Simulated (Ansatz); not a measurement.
Reaction (ligand exchange at the Si–N bond): `N[SiH2]/N=C(/N)F` + `[NH2][GeH2][NH2]` → `N[SiH2][NH][GeH2][NH2]` + `N=C(N)F`

Program: Ansatz. Geometries: PBE0-D4/def2-TZVP. ΔE: electronic, gas phase. CCSD(T)/CBS adds triple-zeta CCSD(T) − MP2 to the extrapolated MP2 energy (def2 sets, frozen cores). Functionals use def2-TZVPP. For Ge outer-core shells are correlated without core-valence functions, which leaves a few kJ/mol of doubt a bond. Scalar relativity is left out up to krypton. Each species was taken in one conformer, which may not be the lowest.

| level | ΔE (kJ/mol) |
| --- | --- |
| r2SCAN-D4 | -6.7 |
| ωB97M-V | -10.1 |
| PBE | -5.1 |
| PBE0 | -6.7 |

Problem. What does CCSD(T)/CBS give? (Best estimate.)

Solution. The calculation gave: -11.8 kJ/mol. The listed levels differ from it by 5.1, 1.7, 6.7, 5.1 kJ/mol.

Largest T1 diagnostic among the species: 0.013.

The D4 term adds −3.5 kJ/mol with B3LYP and −2.0 kJ/mol with PBE0; it sums over pairs of atoms, weighted by their polarisabilities, and B3LYP, whose exchange is more repulsive, gets the larger term.

CCSD(T)/CBS has its own doubt, a few kJ/mol and more with outer-core shells, so smaller differences from it don't rank the levels.

B3LYP here is the variant with VWN-RPA as its local correlation; programs differ in this.
